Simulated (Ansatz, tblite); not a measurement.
Cost and result up the ladder for AuCl₂ (3 atoms). The state is a doublet with charge 0. Geometry: PBE0-D4/def2-TZVP.

```xyz
3

Au    0.000    0.000    0.000
Cl    1.892    0.447    1.032
Cl   -1.892   -0.447   -1.032
```

Ansatz on 4 threads of Arm Neoverse V1 on a shared host; xTB runs through tblite on one thread. Times are rough, summed over both states, and most runs start from the orbitals of an earlier one. PBE0-D4/def2-TZVP serves as the yardstick here, not as an exact answer. The other state is a triplet.

In the def2 sets Au takes a core potential; there is no spin–orbit coupling. The xTB rows come from tblite. The structure comes from a short search, and lower isomers may exist.

Run but left out: PBE-D4/def2-TZVP (doublet: an occupied level 0.01 eV above an empty one).

Raw xTB energies of ions are shifted by several eV, and xTB has no spin-polarisation term.

```
              level  functions  wall time
           GFN2-xTB         27    0.006 s
           GFN1-xTB         27    0.007 s
r2SCAN-D4/def2-TZVP        114       20 s
  PBE0-D4/def2-TZVP        114       34 s
```

**Question.** Estimate what each level gives for the vertical IE (eV).

**Answer.** 
| level | vertical IE (eV) | difference from PBE0-D4/def2-TZVP (eV) |
| --- | --- | --- |
| GFN2-xTB | 15.21 | 4.55 |
| GFN1-xTB | 14.63 | 3.96 |
| r2SCAN-D4/def2-TZVP | 10.40 | -0.27 |
| PBE0-D4/def2-TZVP | 10.67 | 0.00 |
